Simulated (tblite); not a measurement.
Compound: C₇H₉S (doublet state).
Atom-mapped SMILES: `[CH2:1][c:2]1[cH:3][cH:4][c:5]([CH2:6][CH3:7])[s:8]1` (hydrogens: H9, H10 on C1; H11 on C3; H12 on C4; H13, H14 on C6; H15, H16, H17 on C7)

Structure optimised with GFN2-xTB, isolated species. This method treats the open shell by occupation alone, without spin polarisation.

Q: List the bond lengths, angles and torsions at this level.

A: 
```
                  bond  length (Å)     order
                 C1–C2       1.356    single
                 C2–C3       1.413  aromatic
                 C3–C4       1.384  aromatic
                 C4–C5       1.379  aromatic
                 C5–C6       1.487    single
                 C6–C7       1.533    single
                 C5–S8       1.733  aromatic
                 C2–S8       1.771  aromatic
                 C1–H9       1.075    single
                C1–H10       1.074    single
                C3–H11       1.075    single
                C4–H12       1.077    single
        C6–H13, C6–H14       1.093    single
C7–H15, C7–H16, C7–H17       1.087    single
```

Bonds in one row agree within 0.01 Å and their mean is given. Orders are formal, as drawn. A selection of angles:
```
   angle  degrees
C1–C2–C3    128.9
C1–C2–S8    122.0
C3–C2–S8    109.1
C2–C3–C4    113.5
C3–C4–C5    114.3
C4–C5–C6    127.7
C4–C5–S8    111.3
C6–C5–S8    121.0
C5–C6–C7    111.0
C2–S8–C5     91.8
```

Torsions: C4–C5–C6–C7 -88° (synclinal). The mirror-image conformer, all signs reversed, is as good.

C5 (carbon bonded to 2 C and S) is planar (angles 127.7°, 121.0° and 111.3°, sum 359.9°, 0.03 Å off the plane of its three neighbours). C1 (carbon bonded to C and 2 H) is planar (angles 121.7°, 120.4° and 118.0°, sum 360.0°, 0.00 Å off the plane of its three neighbours). C3 (carbon bonded to 2 C and H) is planar (angles 124.8°, 121.7° and 113.5°, sum 360.0°, 0.00 Å off the plane of its three neighbours). The C–C distances run from 1.356 Å (C1–C2, drawn single) to 1.533 Å (C6–C7, drawn single), a spread of 0.177 Å. C2 (carbon bonded to 2 C and S) is planar (angles 128.9°, 122.0° and 109.1°, sum 360.0°, 0.00 Å off the plane of its three neighbours). The C–S distances run from 1.733 Å (C5–S8, aromatic) to 1.771 Å (C2–S8, aromatic), a spread of 0.038 Å. C4 (carbon bonded to 2 C and H) is planar (angles 123.8°, 121.9° and 114.3°, sum 360.0°, 0.00 Å off the plane of its three neighbours).

Point group: C1 (no symmetry element, even within 0.4 Å). Its GFN2-xTB frequencies are all real (lowest 31 cm⁻¹). Torsions: H–C1–C2–C3 0° and 180°, C4–C5–C6–C7 -88°. 3 starts were optimised and ended at 0.00, 0.54 and 0.71 kcal/mol (GFN2-xTB); the lowest of these is shown.

These are computed values.
